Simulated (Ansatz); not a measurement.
`BO[SiH2]F` → `BO` + `F[SiH]` at 700 K and 1 bar (silylene formation by 1,1-elimination).

Computed with Ansatz on PBE0-D4/def2-TZVP structures; ΔE is electronic, products minus reactants. CCSD(T)/CBS adds triple-zeta CCSD(T) − MP2 to the extrapolated MP2 energy (def2 sets, frozen cores). This one scheme is used for every species. One conformer a species, not always the lowest.

```tsv
species	CCSD(T)/CBS energy (Eh)	H − E (kJ/mol)	S (J/(mol·K))
`BO[SiH2]F`	-491.38453	183.1	405.6
`BO`	-101.80414	126.4	277.4
`F[SiH]`	-389.46371	50.0	276.0
```

H − E and S are ideal-gas, rigid-rotor, harmonic terms from PBE0-D4/def2-TZVP, for one conformer and one mirror image of each species. 1 Eh = 2625.50 kJ/mol, R = 8.31446 J/(mol·K).

Problem. By hand: ΔE, ΔH, ΔS and ΔG.

Solution. ΔE = (-101.80414) + (-389.46371) − (-491.38453) = 0.11668 Eh = 306.3 kJ/mol. Δ(H − E) = 126.4 + 50.0 − 183.1 = -6.7, so ΔH = 299.6 kJ/mol. ΔS = 277.4 + 276.0 − 405.6 = 147.8 J/(mol·K). ΔG = 299.6 − 700 × (147.8)/1000 = 196.1 kJ/mol.

Problem. By hand: the equilibrium constant, and the temperature at which ΔG would vanish if ΔH and ΔS stayed fixed.

Solution. log₁₀ K = −ΔG/(RT ln 10) = -14.6. ΔG = 0 at ΔH/ΔS = 2027 K.

The number of gas molecules changes by +1, which sets the sign of ΔS. A doubt of 5 kJ/mol in ΔE shifts log₁₀ K by 0.4 here. Other conformers and mirror images would add mixing entropy, several J/(mol·K) or more a flexible species. Modes under 60 cm⁻¹, often nearly free rotors, make the harmonic entropy too high. These are equilibria of isolated gas molecules and say nothing of rates. Largest T1 diagnostic: 0.015 (customary marks: 0.02 for closed shells, 0.045 for open ones).
